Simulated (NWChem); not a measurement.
Molecule: RbF; SMILES [F][Rb]

```xyz
2

Rb     0.0000     0.0000    -0.4892
F      0.0000     0.0000     1.8285
```
Atoms are numbered in this order, from 1.

Program: NWChem. Geometry: optimised at PBE-D3(BJ)/def2-SVP. def2 effective core potentials on Rb; no spin-orbit coupling. Static field.

Q: Predict the results for PBE0/def2-TZVPD. Quantities: isotropic polarisability (bohr³); anisotropy (bohr³).

A: 
| Property | Result |
|---|---|
| isotropic polarisability (bohr³) | 21.5 |
| anisotropy (bohr³) | 9.5 |
